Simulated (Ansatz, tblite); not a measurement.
Breaking a bond: Te(Cl)4, Cl4Te, SMILES Cl[Te](Cl)(Cl)Cl. The Te1–Cl5 bond (Te1 also carries Cl, Cl, Cl; Cl5 carries nothing else) is varied alone, starting from the PBE0/def2-TZVP, def2 effective core potentials past Kr optimised geometry. Each curve is given relative to its own lowest point near equilibrium.

```json
[
 {"R / Å": "1.91", "A": "231.0", "B": "231.0", "C": "207.4", "D": "167.3"},
 {"R / Å": "2.02", "A": "105.4", "B": "105.4", "C": "87.7", "D": "69.9"},
 {"R / Å": "2.14", "A": "34.0", "B": "34.0", "C": "23.2", "D": "19.0"},
 {"R / Å": "2.25", "A": "6.0", "B": "6.0", "C": "1.8", "D": "1.7"},
 {"R / Å": "2.30", "A": "1.2", "B": "1.2", "C": "0.0", "D": "0.0"},
 {"R / Å": "2.34", "A": "0.0", "B": "0.0", "C": "1.2", "D": "0.8"},
 {"R / Å": "2.43", "A": "3.7", "B": "3.7", "C": "10.2", "D": "8.3"},
 {"R / Å": "2.60", "A": "26.2", "B": "26.2", "C": "42.3", "D": "37.7"},
 {"R / Å": "2.81", "A": "65.8", "B": "65.8", "C": "92.8", "D": "88.8"},
 {"R / Å": "3.05", "A": "112.8", "B": "112.8", "C": "150.6", "D": "150.9"},
 {"R / Å": "3.33", "A": "160.9", "B": "161.0", "C": "209.2", "D": "213.0"},
 {"R / Å": "3.78", "A": "209.8", "B": "217.0", "C": "278.1", "D": "277.9"},
 {"R / Å": "4.23", "A": "230.2", "B": "250.8", "C": "321.0", "D": "—"},
 {"R / Å": "4.85", "A": "241.3", "B": "274.9", "C": "353.2", "D": "—"},
 {"R / Å": "5.59", "A": "245.8", "B": "287.3", "C": "371.6", "D": "—"},
 {"R / Å": "6.60", "A": "248.0", "B": "293.6", "C": "383.1", "D": "—"}
]
```

Energies in kJ/mol.

Q: Which curve belongs to which method? The methods are GFN2-xTB, 300 K electronic temperature in tblite; restricted PBE/def2-TZVP, def2 effective core potentials past Kr (Ansatz, a first-principles code); restricted PBE0/def2-TZVP, def2 effective core potentials past Kr run with Ansatz; unrestricted PBE/def2-TZVP, def2 effective core potentials past Kr in Ansatz.

A: A is UKS-PBE; B is RKS-PBE; C is RKS-PBE0; D is GFN2-xTB.

A dash means that the run gave no value there, or that the column was ended at a point which the program doubted or which failed a test of continuity chosen for this set; such a test can also cut sound points.

The restricted form behind RKS-PBE, RKS-PBE0 keeps the bonding electrons paired and can't separate into open-shell fragments. The unrestricted determinant behind UKS-PBE is spin-contaminated at 3.33 to 6.60 Å (<S²> up to 0.9, against 0.00 for a pure singlet).
